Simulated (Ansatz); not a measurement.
Born–Oppenheimer molecular dynamics of F2H4OSi (8 atoms, charge 0, multiplicity 1). It starts at the highest image of a converged band. Of that band: Neighbouring images differ by up to 1.9 eV, so the band resolves the path poorly. A vibrational analysis at the climbing image gives one clearly imaginary mode, 1310i cm⁻¹: a first-order saddle point.

Method: RKS B3LYP/def2-SVP (Ansatz 0.2.0).

```
ensemble                      : NVE (velocity Verlet)
time step                     : 0.5 fs
steps asked                   : 200
starting velocities drawn for : 300 K
seed                          : 2937
```

Frames 0.5 fs apart, positions in Å, forces in eV/Å.

Velocities at 30 fs (Å/ps):

```
Si 8.29 0.26 -0.74
H -2.30 -5.49 -0.09
H 5.73 30.91 -9.61
F 1.20 0.28 -6.22
F -4.37 4.17 5.48
O -7.45 -8.83 3.05
H -6.17 20.38 -33.34
H -50.09 3.27 29.14
```

```xyz
8
Properties=species:S:1:pos:R:3:forces:R:3 time_fs=30 energy_less_start_eV=-0.407 T=826
Si -0.115 0.058 -0.097 0.07 -0.76 -0.90
H 0.154 0.700 1.271 -0.36 -0.08 -0.40
H 1.050 -0.879 -0.171 0.27 0.28 0.17
F -0.198 1.431 -0.976 0.12 0.00 0.14
F -0.887 -0.905 -1.284 -0.15 0.72 1.38
O -1.876 -0.403 0.957 0.05 -2.60 -3.19
H -2.235 -1.338 0.861 0.37 1.70 0.28
H -2.002 -0.029 1.793 -0.37 0.73 2.51
8
Properties=species:S:1:pos:R:3:forces:R:3 time_fs=30.5 energy_less_start_eV=-0.477 T=913
Si -0.111 0.058 -0.098 -0.10 -0.58 -0.93
H 0.153 0.697 1.271 -0.35 -0.07 -0.38
H 1.053 -0.863 -0.176 0.39 0.16 0.14
F -0.198 1.431 -0.979 0.13 -0.03 0.18
F -0.890 -0.903 -1.281 -0.13 0.69 1.39
O -1.880 -0.407 0.958 0.13 -1.50 -1.96
H -2.238 -1.326 0.844 0.14 1.16 0.28
H -2.027 -0.027 1.810 -0.21 0.17 1.28
8
Properties=species:S:1:pos:R:3:forces:R:3 time_fs=31 energy_less_start_eV=-0.512 T=958
Si -0.106 0.058 -0.098 -0.26 -0.41 -0.96
H 0.150 0.695 1.269 -0.34 -0.05 -0.35
H 1.057 -0.847 -0.180 0.51 0.04 0.12
F -0.197 1.431 -0.982 0.14 -0.06 0.21
F -0.892 -0.900 -1.278 -0.12 0.66 1.40
O -1.883 -0.412 0.959 0.23 -0.22 -0.67
H -2.240 -1.311 0.829 -0.16 0.44 0.23
H -2.053 -0.024 1.831 0.00 -0.39 0.03
8
Properties=species:S:1:pos:R:3:forces:R:3 time_fs=31.5 energy_less_start_eV=-0.502 T=946
Si -0.102 0.058 -0.099 -0.41 -0.24 -1.01
H 0.147 0.691 1.267 -0.33 -0.04 -0.31
H 1.062 -0.831 -0.184 0.63 -0.07 0.09
F -0.197 1.431 -0.985 0.15 -0.09 0.24
F -0.894 -0.898 -1.275 -0.10 0.62 1.41
O -1.887 -0.417 0.960 0.37 1.06 0.48
H -2.243 -1.295 0.814 -0.52 -0.38 0.13
H -2.079 -0.022 1.852 0.22 -0.86 -1.03
8
Properties=species:S:1:pos:R:3:forces:R:3 time_fs=32 energy_less_start_eV=-0.459 T=892
Si -0.098 0.058 -0.099 -0.55 -0.09 -1.06
H 0.143 0.688 1.264 -0.32 -0.02 -0.25
H 1.069 -0.815 -0.188 0.72 -0.17 0.06
F -0.196 1.432 -0.988 0.16 -0.11 0.27
F -0.896 -0.896 -1.271 -0.08 0.58 1.41
O -1.891 -0.421 0.961 0.54 2.21 1.41
H -2.247 -1.280 0.799 -0.89 -1.20 -0.01
H -2.104 -0.022 1.870 0.41 -1.21 -1.83
8
Properties=species:S:1:pos:R:3:forces:R:3 time_fs=32.5 energy_less_start_eV=-0.408 T=830
Si -0.094 0.058 -0.100 -0.66 0.04 -1.12
H 0.138 0.685 1.261 -0.31 0.00 -0.19
H 1.078 -0.799 -0.191 0.79 -0.25 0.03
F -0.195 1.432 -0.991 0.17 -0.13 0.30
F -0.898 -0.893 -1.268 -0.06 0.54 1.42
O -1.894 -0.426 0.962 0.68 3.06 2.08
H -2.253 -1.267 0.784 -1.20 -1.83 -0.16
H -2.129 -0.025 1.884 0.58 -1.42 -2.35
8
Properties=species:S:1:pos:R:3:forces:R:3 time_fs=33 energy_less_start_eV=-0.380 T=795
Si -0.090 0.058 -0.101 -0.74 0.14 -1.19
H 0.133 0.682 1.257 -0.29 0.02 -0.12
H 1.088 -0.784 -0.195 0.83 -0.30 0.01
F -0.195 1.432 -0.994 0.19 -0.16 0.32
F -0.901 -0.891 -1.264 -0.03 0.50 1.42
O -1.898 -0.430 0.964 0.73 3.44 2.47
H -2.262 -1.260 0.769 -1.37 -2.12 -0.26
H -2.152 -0.031 1.892 0.69 -1.52 -2.64
8
Properties=species:S:1:pos:R:3:forces:R:3 time_fs=33.5 energy_less_start_eV=-0.393 T=812
Si -0.086 0.058 -0.102 -0.78 0.22 -1.26
H 0.126 0.678 1.252 -0.28 0.04 -0.05
H 1.101 -0.770 -0.199 0.83 -0.33 -0.01
F -0.194 1.432 -0.997 0.20 -0.17 0.34
F -0.903 -0.888 -1.260 -0.01 0.46 1.41
O -1.901 -0.433 0.966 0.62 3.28 2.55
H -2.274 -1.257 0.753 -1.35 -1.98 -0.28
H -2.174 -0.041 1.894 0.76 -1.51 -2.70
8
Properties=species:S:1:pos:R:3:forces:R:3 time_fs=34 energy_less_start_eV=-0.445 T=877
Si -0.082 0.058 -0.103 -0.78 0.27 -1.34
H 0.119 0.675 1.248 -0.26 0.06 0.02
H 1.115 -0.756 -0.202 0.79 -0.33 -0.03
F -0.193 1.432 -1.000 0.21 -0.19 0.36
F -0.905 -0.886 -1.256 0.02 0.41 1.41
O -1.904 -0.436 0.968 0.39 2.64 2.33
H -2.289 -1.259 0.736 -1.13 -1.46 -0.20
H -2.193 -0.055 1.889 0.77 -1.41 -2.55
8
Properties=species:S:1:pos:R:3:forces:R:3 time_fs=34.5 energy_less_start_eV=-0.519 T=970
Si -0.079 0.058 -0.104 -0.73 0.30 -1.41
H 0.112 0.672 1.243 -0.24 0.08 0.10
H 1.131 -0.743 -0.206 0.71 -0.31 -0.05
F -0.192 1.432 -1.003 0.22 -0.20 0.38
F -0.907 -0.883 -1.252 0.05 0.37 1.40
O -1.907 -0.439 0.970 0.08 1.67 1.80
H -2.308 -1.264 0.719 -0.78 -0.71 -0.03
H -2.211 -0.072 1.879 0.70 -1.20 -2.18
8
Properties=species:S:1:pos:R:3:forces:R:3 time_fs=35 energy_less_start_eV=-0.588 T=1058
Si -0.075 0.058 -0.105 -0.65 0.31 -1.49
H 0.104 0.670 1.239 -0.22 0.09 0.16
H 1.149 -0.731 -0.209 0.59 -0.27 -0.06
F -0.191 1.432 -1.006 0.23 -0.21 0.39
F -0.910 -0.880 -1.247 0.08 0.32 1.39
O -1.911 -0.441 0.973 -0.20 0.55 0.99
H -2.328 -1.271 0.702 -0.37 0.10 0.18
H -2.227 -0.092 1.863 0.54 -0.90 -1.56
8
Properties=species:S:1:pos:R:3:forces:R:3 time_fs=35.5 energy_less_start_eV=-0.632 T=1114
Si -0.071 0.058 -0.107 -0.54 0.31 -1.55
H 0.095 0.667 1.235 -0.20 0.10 0.22
H 1.169 -0.720 -0.213 0.45 -0.21 -0.06
F -0.191 1.432 -1.008 0.23 -0.22 0.41
F -0.912 -0.877 -1.243 0.11 0.27 1.37
O -1.914 -0.443 0.976 -0.36 -0.58 -0.07
H -2.349 -1.278 0.685 0.04 0.83 0.38
H -2.242 -0.114 1.843 0.27 -0.50 -0.69
```

Of the whole run (100 fs, mean temperature of the second half 1584 K): The conserved energy stayed within 0.53 meV per atom of its start (net change -0.26 meV per atom), so the integration is sound. The kinetic energy rose, since the run started high on the potential surface and went downhill. It ends in pieces (F2H2Si + H2O), so much of that is their flight and rotation, not heat. A run of 0.1 ps of so small a system gives no equilibrium averages. The orbitals stay closed-shell, which can raise the energy where a bond breaks towards radicals; this wasn't checked here.

Time of the run: 8.3 min on 1 thread of Arm Neoverse V1, on a shared host, peak memory 0.17 GiB.
